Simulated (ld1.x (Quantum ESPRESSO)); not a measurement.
## Transferability test, PAW potential for krypton (Kr)

krypton, PAW, made with ld1.x (Quantum ESPRESSO) 7.5 (PBE, scalar-relativistic). Core [Ne], reference 3s2 3p6 3d10 4s2 4p6. Waves: 3s (bound): rcut 0.85, rcutus 1.10 bohr; 4s (bound): rcut 0.85, rcutus 1.10 bohr; 3p (bound): rcut 0.80, rcutus 1.05 bohr; 4p (bound): rcut 0.80, rcutus 1.05 bohr; 3d (bound): rcut 0.95, rcutus 1.25 bohr; 3d channel at -1.2 Ry: rcut 0.95, rcutus 1.25 bohr. Local part: all-electron potential smoothed inside 1.20 bohr (lloc = -1). Core correction: Bessel-smoothed model core, default radius (core density twice the valence density). Augmentation charge: PSQ, inside the norm-conserving radii.

Energies are relative to the spin-unpolarised reference configuration 3s2 3p6 3d10 4s2 4p6; without spin polarisation the order of configurations can differ from experiment. Not all tests gave a result: test run stopped at test 5 of 7 (negative rho). The frozen-core shift is the all-electron ΔE with the core orbitals held at their reference shape minus the fully relaxed ΔE.

Task: Give the all-electron excitation energy and the error of the potential for: 3s2 3p6 3d10 4s2 4p5; 3s2 3p6 3d10 4s2 4p4; 3s2 3p6 3d10 4s2 4p3; 3s2 3p6 3d10 4s2 4p2.

Result:

```json
{"valence configuration": "3s2 3p6 3d10 4s2 4p5", "charge": "+1", "ΔE all-electron (eV)": "14.289", "error AE − PS (meV)": "-1.8", "frozen-core shift (meV)": "+1.0"}
{"valence configuration": "3s2 3p6 3d10 4s2 4p4", "charge": "+2", "ΔE all-electron (eV)": "39.464", "error AE − PS (meV)": "-4.9", "frozen-core shift (meV)": "+2.7"}
{"valence configuration": "3s2 3p6 3d10 4s2 4p3", "charge": "+3", "ΔE all-electron (eV)": "76.538", "error AE − PS (meV)": "-8.8", "frozen-core shift (meV)": "n/a"}
{"valence configuration": "3s2 3p6 3d10 4s2 4p2", "charge": "+4", "ΔE all-electron (eV)": "126.348", "error AE − PS (meV)": "-11", "frozen-core shift (meV)": "+9.3"}
```
